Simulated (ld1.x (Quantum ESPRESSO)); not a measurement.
**Which change was made? (Ta, TM)**

ld1.x (Quantum ESPRESSO) 7.5 input, shortened:

```
&input
   title='Ta', zed=73., rel=1, dft='PBESOL', iswitch=3,
   config='[Xe] 4f14 5d2 5f-2 6s0 6p0'
 /
 &inputp
   pseudotype=2, tm=.true., lloc=1,
   nlcc=.false.
 /
4
6S  1  0   0.00   0.00  2.20  2.20  0.0
5D  3  2   2.00   0.00  2.10  2.10  0.0
5F  4  3  -2.00   0.05  2.55  2.55  0.0
6P  2  1   0.00   0.00  2.80  2.80  0.0
 &test
   configts(1)='5d2 6s0 6p0'
 /
```

Cutoffs, loose and tight: the cutoffs (Ry, on a coarse ladder) from which the occupation-weighted sum of valence levels, in a spherical-Bessel basis at the reference potential, stays within 10 and 1 mRy of its value at 400 Ry. They do not see the model core or the augmentation charge, which bear on the density cutoff. Test errors are all-electron minus pseudo excitation energies from the reference, over the configurations 5d3 6s2 6p0; 5d3 6s1 6p0; 5d3 6s0 6p0; 5d3.5 6s1.5 6p0; 5d3 6s0 6p1; 5d4 6s0 6p0; 5d2 6s2 6p1; variants that change the core or the reference have their own tests.

The base gives: outcome: generated; cutoff, loose: 30 Ry; cutoff, tight: 35 Ry; bound ghosts: none; largest test error (meV): +587.

Question: After one change the result is: outcome: generated; cutoff, loose: 25 Ry; cutoff, tight: 35 Ry; bound ghosts: s, p (extra level of the local part); largest test error (meV): +1487. Which change was it?
A. all radii scaled by about 0.74 (s 1.64, p 2.08, d 1.56, f 1.90 bohr)
B. all radii scaled by about 0.89 (s 1.96, p 2.50, d 1.88, f 2.28 bohr)
C. all radii scaled by about 1.29 (s 2.84, p 3.62, d 2.70, f 3.28 bohr)

Answer: A. The others give: all radii scaled by about 0.89 (s 1.96, p 2.50, d 1.88, f 2.28 bohr) → outcome: generated; cutoff, loose: 30 Ry; cutoff, tight: 35 Ry; bound ghosts: s; largest test error (meV): +527 | all radii scaled by about 1.29 (s 2.84, p 3.62, d 2.70, f 3.28 bohr) → outcome: generated; cutoff, loose: 25 Ry; cutoff, tight: 30 Ry; bound ghosts: none; largest test error (meV): +552.
